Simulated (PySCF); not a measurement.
CH8FNSi2, SMILES CN([SiH3])[SiH2]F.

Geometry optimised at B3LYP-D3(BJ)/def2-SVP. The structure was generated by enumeration, and PubChem lists no compound with its InChIKey, so it may never have been made. The values are those of a single conformer.

Two levels are set side by side: TDA-PBE/def2-SVPD (PySCF) and TDA-LC-ωPBE/def2-SVPD (PySCF). Vertical, same geometry. The lowest singlet is HOMO→LUMO 98 % with PBE and HOMO→LUMO 57 %, HOMO→LUMO+1 31 % with the other functional; states are paired by order. Differences are taken from unrounded values.

```json
[
 {"quantity": "lowest singlet excitation (eV)", "TDA-LC-ωPBE": "7.12", "TDA-PBE": "5.60", "TDA-PBE minus TDA-LC-ωPBE": "-1.52"},
 {"quantity": "lowest triplet excitation (TDA) (eV)", "TDA-LC-ωPBE": "6.70", "TDA-PBE": "5.37", "TDA-PBE minus TDA-LC-ωPBE": "-1.33"},
 {"quantity": "first bright state (f over 0.05) (eV)", "TDA-LC-ωPBE": "8.07", "TDA-PBE": "6.40", "TDA-PBE minus TDA-LC-ωPBE": "-1.67"},
 {"quantity": "its oscillator strength", "TDA-LC-ωPBE": "0.07", "TDA-PBE": "0.06", "TDA-PBE minus TDA-LC-ωPBE": "-0.01"}
]
```

A lower first singlet is the usual sign of a functional without exact exchange. Differences between two approximate levels are no errors against the true value.

Rough cost on one machine, each run with all the roots and properties that it gave: TDA-LC-ωPBE against TDA-PBE about 3 times.
